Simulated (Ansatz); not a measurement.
`[OH][Zr]([OH])([SH])[Cl]` and `[OH][Zr]([OH])([SH])[SH]` differ in one atom or group.

Ansatz, PBE0-D4/def2-TZVP geometries, multiplicity 1. Each molecule was computed in one conformer, which needn't be the lowest.

Elements past krypton have def2 core potentials.

| property | `[OH][Zr]([OH])([SH])[Cl]` |
| --- | --- |
| HOMO–LUMO gap (ωB97M-V/def2-TZVPP) / eV | 10.08 |
| HOMO energy (PBE0/def2-TZVPP) / eV | -7.45 |
| LUMO energy (PBE0/def2-TZVPP) / eV | -1.08 |
| HOMO–LUMO gap (PBE0/def2-TZVPP) / eV | 6.37 |
| size of the dipole moment (B3LYP/def2-TZVPP) / D | 3.74 |
| LUMO energy (PBE/def2-TZVPP) / eV | -1.90 |

(1) What does the change do to each property? (An estimate is asked.)

## Answers

(1) Ansatz gave: 
```
                                        property  `[OH][Zr]([OH])([SH])[SH]`  shift
         HOMO–LUMO gap (ωB97M-V/def2-TZVPP) / eV                        9.73  -0.35
              HOMO energy (PBE0/def2-TZVPP) / eV                       -7.09   0.36
              LUMO energy (PBE0/def2-TZVPP) / eV                       -1.13  -0.05
            HOMO–LUMO gap (PBE0/def2-TZVPP) / eV                        5.96  -0.41
size of the dipole moment (B3LYP/def2-TZVPP) / D                        3.15  -0.59
               LUMO energy (PBE/def2-TZVPP) / eV                       -1.99  -0.09
```

With PBE0 the HOMO rises by 0.36 eV and the LUMO falls by 0.05 eV, so the gap narrows by about 0.41 eV. PBE moves the HOMO by 0.33 eV and ωB97M-V by 0.39 eV. Dipoles are sizes alone; their direction can turn.

B3LYP here is the variant with VWN-RPA as its local correlation; programs differ in this.
